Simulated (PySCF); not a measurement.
Cl₃H₃Si₂, SMILES Cl[Si]([SiH3])(Cl)Cl.

Geometry: B3LYP-D3(BJ)/def2-SVP.

Two levels are set side by side: PBE/def2-TZVP (PySCF) and HF/def2-TZVP (PySCF). Same geometry, gas phase. Differences are taken from unrounded values.

| quantity | HF | PBE | PBE minus HF |
|---|---|---|---|
| orbital gap (eV) | 14.30 | 5.88 | -8.43 |
| highest occupied level (eV) | -11.42 | -7.42 | 4.00 |
| lowest empty level (eV) | 2.89 | -1.54 | -4.43 |
| dipole moment (D) | 1.81 | 1.52 | -0.29 |
| mean polarisability (bohr³) | 81.7 | 92.0 | 10.3 |

PBE's occupied levels lie high since its potential decays too fast outside the molecule; exact exchange lowers them and widens the gap. PBE's more diffuse valence density responds more strongly to a field. Differences between two approximate levels are no errors against the true value.

Rough cost on one machine, each run with all the roots and properties that it gave: HF against PBE about 1/2.
